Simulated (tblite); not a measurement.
A geometry optimisation, step by step.

Compound: C₆H₈BClF₂.
SMILES with atom numbers: `[CH3:1][C@@:2]1([B:3]([F:4])[F:5])[CH2:6]/[C:7]1=[CH:8]/[CH2:9][Cl:10]` (hydrogens: H11, H12, H13 on C1; H14, H15 on C6; H16 on C8; H17, H18 on C9)

Computed with GFN2-xTB (tblite), gas phase: L-BFGS steps from a force-field or distance-geometry start until the largest atomic force falls under 0.01 eV/Å. 10 of its 133 geometries are shown.

Step 0: E = -875.6266 eV, largest atomic force 3.887 eV/Å
```
atom  x, y, z in Å  |  force x, y, z in eV/Å
C1     -1.232   -1.544    0.122   -1.421  -0.649  -0.394
C2     -0.868   -0.099   -0.041    0.463   0.071  -0.915
B3     -1.610    0.639   -1.194   -2.131   3.248  -0.123
F4     -3.079    0.554   -1.189    3.559   0.192  -0.539
F5     -1.103    1.879   -1.753   -1.409  -3.077   1.030
C6     -0.867    0.691    1.256    0.617   0.319   0.214
C7      0.400    0.420    0.512    0.800   0.299   0.944
C8      1.728    0.615    0.522   -2.448  -0.220  -0.319
C9      2.607    0.076   -0.550    1.579  -0.051   0.791
Cl10    1.765   -0.819   -1.807   -0.069   0.089  -0.136
H11    -2.336   -1.552    0.371    0.986  -0.236  -0.371
H12    -1.099   -2.047   -0.864    0.060  -0.031   1.067
H13    -0.727   -2.024    0.959    0.201  -0.036  -0.426
H14    -1.213    1.719    1.185   -0.078  -0.252   0.432
H15    -1.137    0.099    2.149    0.269   0.687  -0.507
H16     2.185    1.175    1.335   -0.009  -0.202  -0.295
H17     3.308   -0.634   -0.041   -0.321   0.188  -0.443
H18     3.270    0.860   -0.986   -0.649  -0.338  -0.007
```

Step 15: E = -876.6872 eV, largest atomic force 0.182 eV/Å
```
atom  x, y, z in Å  |  force x, y, z in eV/Å
C1     -1.256   -1.534    0.109   -0.019  -0.080   0.028
C2     -0.927   -0.056   -0.011   -0.076   0.082   0.040
B3     -1.658    0.752   -1.136   -0.038   0.013   0.091
F4     -2.920    0.520   -1.446    0.000  -0.113  -0.103
F5     -1.157    1.806   -1.746    0.081   0.042   0.017
C6     -0.852    0.743    1.313    0.146   0.084   0.069
C7      0.348    0.436    0.540   -0.002  -0.027   0.022
C8      1.651    0.553    0.510    0.073   0.041  -0.043
C9      2.597    0.034   -0.521    0.031   0.002  -0.072
Cl10    1.789   -0.825   -1.850   -0.108  -0.024  -0.037
H11    -2.311   -1.675    0.319   -0.147   0.068   0.020
H12    -1.034   -2.061   -0.813    0.107   0.034  -0.120
H13    -0.684   -1.992    0.906    0.115  -0.020   0.127
H14    -1.206    1.763    1.330   -0.075   0.044  -0.049
H15    -1.012    0.225    2.248   -0.059  -0.110  -0.075
H16     2.154    1.117    1.287   -0.016  -0.056   0.073
H17     3.315   -0.663   -0.087   -0.024  -0.046   0.088
H18     3.153    0.862   -0.964    0.011   0.065  -0.077
```

Step 29: E = -876.7558 eV, largest atomic force 0.213 eV/Å
```
atom  x, y, z in Å  |  force x, y, z in eV/Å
C1     -1.219   -1.494    0.141   -0.030   0.097   0.030
C2     -0.954    0.007    0.039   -0.009  -0.033   0.087
B3     -1.609    0.750   -1.159   -0.093   0.005  -0.111
F4     -2.670    0.273   -1.792    0.161   0.082  -0.001
F5     -1.185    1.917   -1.608   -0.092  -0.026   0.036
C6     -0.860    0.772    1.383    0.031  -0.037   0.024
C7      0.329    0.490    0.593    0.123  -0.070  -0.012
C8      1.634    0.560    0.510    0.071  -0.101   0.003
C9      2.513    0.024   -0.577    0.048  -0.056  -0.058
Cl10    1.613   -0.827   -1.861   -0.028  -0.001   0.095
H11    -2.289   -1.670    0.277    0.163  -0.025  -0.026
H12    -0.896   -1.992   -0.777   -0.053   0.064   0.196
H13    -0.671   -1.913    0.987   -0.101   0.006  -0.145
H14    -1.215    1.791    1.460   -0.031  -0.052  -0.153
H15    -1.037    0.194    2.279    0.010  -0.040   0.008
H16     2.192    0.995    1.331    0.033   0.129  -0.044
H17     3.235   -0.680   -0.150   -0.090  -0.066  -0.051
H18     3.080    0.808   -1.086   -0.112   0.123   0.124
```

Step 44: E = -876.8084 eV, largest atomic force 0.192 eV/Å
```
atom  x, y, z in Å  |  force x, y, z in eV/Å
C1     -1.206   -1.478    0.180   -0.052  -0.038   0.039
C2     -0.946    0.017    0.084   -0.031  -0.043   0.019
B3     -1.504    0.741   -1.172   -0.039  -0.039  -0.075
F4     -2.203    0.114   -2.104    0.095   0.151   0.071
F5     -1.339    2.037   -1.383   -0.039  -0.061  -0.037
C6     -0.866    0.795    1.413    0.041  -0.055   0.042
C7      0.339    0.488    0.659    0.001   0.119  -0.030
C8      1.640    0.527    0.535   -0.038   0.006   0.033
C9      2.426   -0.011   -0.620    0.025   0.093   0.035
Cl10    1.398   -0.777   -1.853    0.051  -0.029  -0.054
H11    -2.274   -1.673    0.241   -0.070  -0.005  -0.026
H12    -0.816   -1.977   -0.704   -0.027  -0.024   0.051
H13    -0.728   -1.895    1.063    0.049  -0.015  -0.004
H14    -1.237    1.811    1.451    0.078  -0.093  -0.061
H15    -1.049    0.221    2.309   -0.064   0.030   0.054
H16     2.243    1.001    1.300    0.041  -0.005  -0.017
H17     3.166   -0.745   -0.294   -0.081  -0.046   0.014
H18     2.947    0.809   -1.116    0.061   0.054  -0.054
```

Step 59: E = -876.8231 eV, largest atomic force 0.053 eV/Å
```
atom  x, y, z in Å  |  force x, y, z in eV/Å
C1     -1.234   -1.503    0.203   -0.005   0.013   0.016
C2     -0.950   -0.013    0.096   -0.009   0.015  -0.004
B3     -1.479    0.730   -1.164   -0.008   0.008  -0.005
F4     -2.107    0.137   -2.160    0.008  -0.020   0.003
F5     -1.357    2.039   -1.313    0.018   0.021  -0.012
C6     -0.864    0.781    1.414    0.007   0.002  -0.007
C7      0.339    0.467    0.663   -0.007  -0.015   0.000
C8      1.637    0.543    0.516   -0.013   0.039  -0.005
C9      2.429    0.011   -0.636    0.002   0.013   0.027
Cl10    1.413   -0.724   -1.903    0.021   0.010  -0.003
H11    -2.306   -1.677    0.264   -0.007  -0.006  -0.004
H12    -0.852   -2.018   -0.676   -0.013  -0.002   0.016
H13    -0.757   -1.920    1.086    0.013  -0.015   0.012
H14    -1.212    1.805    1.411   -0.012  -0.012   0.007
H15    -1.076    0.246    2.328    0.028  -0.013  -0.016
H16     2.246    1.035    1.265   -0.019   0.001   0.014
H17     3.131   -0.752   -0.294   -0.006  -0.032  -0.042
H18     2.989    0.821   -1.111    0.005  -0.007   0.003
```

Step 73: E = -876.8264 eV, largest atomic force 0.033 eV/Å
```
atom  x, y, z in Å  |  force x, y, z in eV/Å
C1     -1.249   -1.507    0.219    0.000  -0.003   0.002
C2     -0.957   -0.020    0.097    0.006  -0.002   0.002
B3     -1.466    0.724   -1.171   -0.002  -0.012   0.010
F4     -2.069    0.126   -2.180   -0.004  -0.003  -0.003
F5     -1.337    2.032   -1.320    0.004  -0.008  -0.012
C6     -0.861    0.772    1.414   -0.024   0.009  -0.004
C7      0.336    0.464    0.652    0.003   0.006   0.018
C8      1.632    0.557    0.504    0.009  -0.001   0.009
C9      2.433    0.021   -0.640   -0.001  -0.003  -0.015
Cl10    1.415   -0.655   -1.939   -0.005   0.005  -0.012
H11    -2.323   -1.670    0.292    0.000  -0.012  -0.003
H12    -0.881   -2.038   -0.656    0.001   0.009  -0.002
H13    -0.769   -1.917    1.104    0.003  -0.014  -0.006
H14    -1.224    1.789    1.423    0.008   0.031   0.008
H15    -1.049    0.227    2.328   -0.010  -0.005  -0.003
H16     2.229    1.059    1.255    0.017   0.008   0.012
H17     3.101   -0.777   -0.306   -0.013  -0.013  -0.003
H18     3.030    0.818   -1.088    0.006   0.008   0.001
```

Step 88: E = -876.8313 eV, largest atomic force 0.031 eV/Å
```
atom  x, y, z in Å  |  force x, y, z in eV/Å
C1     -1.247   -1.505    0.239   -0.003  -0.018   0.000
C2     -0.950   -0.018    0.122    0.007  -0.020   0.000
B3     -1.414    0.684   -1.189    0.004  -0.024   0.000
F4     -1.989    0.036   -2.185   -0.017   0.020  -0.005
F5     -1.274    1.982   -1.399    0.006   0.013   0.014
C6     -0.871    0.774    1.437    0.022   0.022   0.003
C7      0.336    0.467    0.689    0.006   0.000   0.001
C8      1.628    0.576    0.512    0.002  -0.012   0.016
C9      2.398    0.033   -0.652   -0.001  -0.004   0.000
Cl10    1.344   -0.434   -2.018    0.006   0.019   0.015
H11    -2.320   -1.663    0.324    0.001  -0.016  -0.003
H12    -0.895   -2.024   -0.650    0.000  -0.013   0.006
H13    -0.758   -1.935    1.111    0.011   0.027  -0.002
H14    -1.224    1.795    1.450   -0.013   0.015  -0.023
H15    -1.072    0.228    2.348    0.006  -0.003  -0.021
H16     2.243    1.081    1.247   -0.002  -0.003   0.010
H17     2.963   -0.858   -0.366   -0.019   0.016  -0.014
H18     3.091    0.789   -1.029   -0.016  -0.019   0.002
```

Step 103: E = -876.8351 eV, largest atomic force 0.027 eV/Å
```
atom  x, y, z in Å  |  force x, y, z in eV/Å
C1     -1.233   -1.522    0.262    0.002   0.001  -0.005
C2     -0.937   -0.036    0.124    0.001  -0.004   0.010
B3     -1.371    0.656   -1.204   -0.004   0.006  -0.002
F4     -1.968    0.020   -2.194    0.006   0.009   0.008
F5     -1.210    1.953   -1.412   -0.007  -0.003   0.001
C6     -0.883    0.779    1.427    0.005   0.001   0.008
C7      0.337    0.461    0.707    0.007   0.013   0.003
C8      1.628    0.579    0.526   -0.006   0.008  -0.007
C9      2.371    0.040   -0.657    0.012   0.001   0.022
Cl10    1.299   -0.223   -2.065   -0.002  -0.013  -0.024
H11    -2.306   -1.679    0.363    0.015  -0.012  -0.001
H12    -0.893   -2.054   -0.624    0.003   0.001   0.004
H13    -0.731   -1.939    1.133   -0.007   0.021  -0.003
H14    -1.233    1.801    1.411   -0.008  -0.009   0.000
H15    -1.101    0.249    2.344   -0.011  -0.001  -0.003
H16     2.244    1.093    1.253    0.000  -0.010  -0.008
H17     2.839   -0.921   -0.432   -0.010  -0.004  -0.006
H18     3.139    0.747   -0.975    0.003  -0.004   0.004
```

Step 117: E = -876.8361 eV, largest atomic force 0.018 eV/Å
```
atom  x, y, z in Å  |  force x, y, z in eV/Å
C1     -1.216   -1.520    0.265    0.012   0.003   0.000
C2     -0.940   -0.031    0.124    0.004   0.005  -0.003
B3     -1.369    0.662   -1.204   -0.010  -0.006   0.006
F4     -1.958    0.025   -2.200   -0.005  -0.001  -0.006
F5     -1.218    1.961   -1.408   -0.004  -0.005   0.007
C6     -0.890    0.783    1.428    0.003   0.000   0.001
C7      0.333    0.470    0.711   -0.003   0.003  -0.006
C8      1.623    0.577    0.526    0.004   0.001   0.003
C9      2.358    0.031   -0.660   -0.005  -0.003  -0.002
Cl10    1.288   -0.199   -2.077    0.003   0.004   0.002
H11    -2.286   -1.698    0.357    0.007   0.008  -0.014
H12    -0.855   -2.051   -0.612   -0.007   0.000  -0.010
H13    -0.716   -1.919    1.144   -0.002  -0.005   0.012
H14    -1.246    1.803    1.410    0.000   0.001   0.001
H15    -1.111    0.252    2.342    0.000   0.000   0.006
H16     2.250    1.080    1.251   -0.005   0.012   0.004
H17     2.801   -0.943   -0.441    0.004  -0.014   0.003
H18     3.143    0.723   -0.968    0.004  -0.004  -0.004
```

Step 132: E = -876.8373 eV, largest atomic force 0.009 eV/Å
```
atom  x, y, z in Å  |  force x, y, z in eV/Å
C1     -1.195   -1.521    0.260   -0.002   0.001   0.001
C2     -0.936   -0.028    0.125    0.006  -0.006  -0.002
B3     -1.385    0.664   -1.197   -0.007  -0.001   0.001
F4     -1.973    0.025   -2.192    0.003  -0.002   0.004
F5     -1.257    1.966   -1.393   -0.001   0.001  -0.001
C6     -0.890    0.790    1.427   -0.002  -0.002  -0.001
C7      0.333    0.486    0.707    0.003   0.000  -0.003
C8      1.624    0.589    0.522    0.001  -0.002   0.000
C9      2.353    0.014   -0.654    0.008  -0.003   0.004
Cl10    1.292   -0.155   -2.088    0.005   0.005  -0.005
H11    -2.265   -1.713    0.320    0.003  -0.001   0.003
H12    -0.804   -2.046   -0.609    0.000   0.006   0.007
H13    -0.714   -1.916    1.152   -0.006   0.004  -0.005
H14    -1.260    1.805    1.407    0.002   0.001  -0.003
H15    -1.099    0.261    2.345   -0.002  -0.001   0.000
H16     2.250    1.105    1.238    0.000  -0.003   0.004
H17     2.740   -0.984   -0.435   -0.004   0.005  -0.001
H18     3.178    0.664   -0.946   -0.006  -0.001  -0.004
```

Problem. Summarise the path.

Solution. The energy falls by 116.81 kJ/mol from step 0 to step 132; nine tenths of that is first reached at step 22. It falls at every step. The largest force goes from 3.887 to 0.009 eV/Å. Among the bonds B3–F4 changes most, from 1.471 to 1.321 Å; the atoms move by 0.512 Å rms after alignment.

The cost below is that of the whole relaxation. Time: 1.0 s. Hardware: an Arm Neoverse V2 with one thread, no GPU, shared host with 96 logical CPUs at a one-minute load of 73.
